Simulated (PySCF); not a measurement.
## B²⁺ (boron, charge +2) across methods

[He] 2s1, 2S determinant. Calculation: PySCF 2.14, in aug-cc-pV5Z (7s6p5d4f3g2h, 127 functions); no relativity, point nucleus.

```tsv
method	E (hartree)	mean ε 1s α (eV)	mean ε 1s β (eV)	mean ε 2s α (eV)	Σ⟨r²⟩ (bohr²)	⟨S²⟩
PBE	-23.3890	-211.27	-210.47	-32.655	3.380	0.750
PBE0	-23.3993	-218.77	-217.75	-34.054	3.382	0.750
UHF	-23.37604	-240.54	-238.80	-37.823	3.414	0.750
wB97X-V	-23.4375	-220.22	-219.46	-36.502	3.402	0.750
LDA	-23.1358	-209.26	-208.47	-32.359	3.409	0.750
HSE06	-23.4025	-218.37	-217.36	-33.631	3.384	0.750
r2SCAN	-23.4242	-214.28	-213.63	-32.895	3.386	0.750
MN15	-23.4298	-216.14	-215.72	-34.298	3.403	0.750
```
